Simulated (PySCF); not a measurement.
Cartesian coordinates in Å; atom numbers follow the order of the lines, from 1:
```xyz
25

C     1.4551    3.1193   -1.4831
C     2.3400    2.7262   -0.3026
C     3.8087    2.8240   -0.6190
C     4.5094    4.0177   -0.3977
C     5.8582    4.1538   -0.7223
C     6.5297    3.0683   -1.2864
C     5.8327    1.8647   -1.5147
C     4.4904    1.7391   -1.1876
C     6.7737    0.8632   -2.1163
C     8.0570    1.6193   -2.2036
C     7.9307    2.8901   -1.7271
B     9.1139    3.8750   -1.6951
Cl   10.6971    3.3938   -2.2976
Cl    8.9772    5.5095   -1.0654
H     0.3873    3.0303   -1.2299
H     1.6525    2.4772   -2.3555
H     1.6469    4.1589   -1.7905
H     2.1012    1.6960    0.0088
H     2.1093    3.3715    0.5606
H     3.9806    4.8652    0.0484
H     6.3764    5.0941   -0.5322
H     3.9606    0.7979   -1.3646
H     6.8846   -0.0462   -1.4973
H     6.4456    0.5087   -3.1109
H     8.9818    1.1974   -2.6014
```

[PySCF 2.14: geometry: PBE0-D3(BJ)/def2-SVP; NMR shieldings at PBE0/pcSseg-1/GIAO; no solvent; no relativistic terms; one conformer; one averaged value for each set of equivalent atoms]

Chemical shifts δ = σref − σ; 13C against TMS, all at this level.

Do the 13C shifts follow the atomic charges (in e)? Tabulate both.

Answers


```csv
atoms,hybridisation,δ (ppm),σ para (ppm),Hirshfeld,IAO,Mulliken,ESP-fitted
C10,sp2,172.0,-260,-0.01,-0.07,-0.14,-0.10
C7,sp2,149.0,-221,-0.00,+0.00,-0.26,+0.05
C11,sp2,148.6,-211,-0.10,-0.16,-0.21,-0.06
C3,sp2,148.2,-223,+0.01,+0.01,-0.26,-0.09
C6,sp2,146.6,-226,-0.02,-0.01,-0.09,+0.19
C4,sp2,132.7,-198,-0.05,-0.16,-0.02,-0.11
C5,sp2,129.1,-196,-0.06,-0.15,-0.04,-0.37
C8,sp2,129.0,-204,-0.06,-0.17,+0.03,-0.24
C9,sp3,43.3,-97,-0.07,-0.28,-0.01,-0.28
C2,sp3,33.4,-98,-0.07,-0.25,-0.14,+0.13
C1,sp3,21.4,-89,-0.11,-0.40,-0.27,-0.20
```

Correlation coefficients of δ with charge over these carbons: Hirshfeld +0.63, IAO +0.86, Mulliken +0.00, ESP-fitted +0.15; with the paramagnetic shielding -0.99. Among the 8 sp2 carbons alone: Hirshfeld +0.48, IAO +0.53, Mulliken -0.60, ESP-fitted +0.46. With so few points, grouped by hybridisation, these coefficients are fragile. Charge is one influence among several: hybridisation and low-lying excitations act through the paramagnetic term.

A carbon bonded to boron is broadened by the quadrupolar boron nucleus and is often missing from a measured spectrum. Shifts are as computed. Against solution values, carbons near 30 ppm lie about +2 ppm off and those near 130 ppm about +5 ppm (rms about the fit 1.9 ppm; single classes can miss by 10 ppm). Of 1328 compounds with measured shifts, 309 miss one by over three times the rms of a fit or turn the order of signals round; such compounds aren't used in these exercises. Signals without a measured value on file couldn't be tested in this way; 1H shifts scatter by 0.2 ppm about their fit, and single ones miss by 0.5 ppm.
